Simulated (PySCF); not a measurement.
## Static response to an electric field

1-cyclopentenecarboxylic acid, C₆H₈O₂.
Atom-mapped SMILES: `[O:1]=[C:2]([OH:3])[C:4]1=[CH:5][CH2:6][CH2:7][CH2:8]1` (hydrogens: H9 on O3; H10 on C5; H11, H12 on C6; H13, H14 on C7; H15, H16 on C8)

Geometry (GFN2-xTB, Å), atoms numbered from 1 in this order:
```
atom  x, y, z in Å
O1     2.4927    1.3776    0.6960
C2     2.0133    0.5407   -0.0302
O3     2.7499   -0.0991   -0.9594
C4     0.6126    0.1152   -0.0150
C5     0.0509   -0.8196   -0.7831
C6    -1.3980   -0.9963   -0.4688
C7    -1.7308    0.2228    0.4097
C8    -0.3776    0.7146    0.9463
H9     3.6627    0.2275   -0.9273
H10    0.5591   -1.4072   -1.5274
H11   -2.0117   -1.0481   -1.3688
H12   -1.5383   -1.9347    0.0760
H13   -2.1866    1.0002   -0.2040
H14   -2.4255   -0.0245    1.2096
H15   -0.1797    0.3395    1.9533
H16   -0.3008    1.8004    0.9814
```

Level: PBE0/def2-SVPD (PySCF), static field, nuclei fixed, core orbitals frozen in the response. The polarisability tensor in these axes (au):

```
x   90.71 11.79  0.83
y   11.79 71.02 13.51
z    0.83 13.51 67.48
```

Q: Give the principal values, the mean and the anisotropy Δα = √{½[(α1 − α2)² + (α2 − α3)² + (α1 − α3)²]}.

A: Principal values 54.10, 77.27 and 97.84 au; mean 76.40 au = 11.32 Å³ = 12.60 × 10⁻⁴⁰ C²·m²/J; Δα = 37.90 au (50 % of the mean).

Q: What is the dipole moment, and where does it point?

A: (-1.47, -1.64, -1.19) D, 2.50 D in size, pointing from the negative to the positive side. Measured along this direction, the outermost atoms are O1 at the negative end and H11 at the positive end.

Q: What depolarisation ratio follows for Rayleigh scattering of linearly polarised light, taking the static tensor?

A: ρ = 3Δα²/(45ᾱ² + 4Δα²) = 4308.5/(262686 + 5744.7) = 0.0161.

Q: How large is μ²/3kT at 250 K beside α?

A: In Gaussian units μ²/3kT = 60.23 Å³ against 11.32 Å³, a ratio of 5.32; the Debye molar polarisation (4π/3)N_A(α + μ²/3kT) is 180.5 cm³/mol, leaving out the vibrational part.

Q: Sum over states: ᾱ = Σ f/ω², ω in Eh. What share falls to these 6 lowest TDDFT singlets (eV, f)? 4.94, 0.0005; 5.61, 0.2758; 6.84, 0.0019; 7.03, 0.0722; 7.36, 0.0009; 7.38, 0.0014.

A: They add up to 7.66 au, 10.0 % of the 76.40 au; the largest single term is 6.50 au, from the state at 5.61 eV. Terms in order: 0.01, 6.50, 0.03, 1.08, 0.01, 0.02 au. Higher excitations give the rest. The strengths listed sum to 0.353.

Q: Refractivity n − 1 of an ideal gas of it at 500 K and 1 atm, from the electronic α?

A: N = p/kT = 1.4678 × 10¹⁹ cm⁻³, so n − 1 = 2π × N × 11.32 × 10⁻²⁴ cm³ = 1044 × 10⁻⁶ at long wavelengths, for an ideal gas.

The structure is a single GFN2-xTB conformer in the gas phase; no vibrational or solvent corrections.
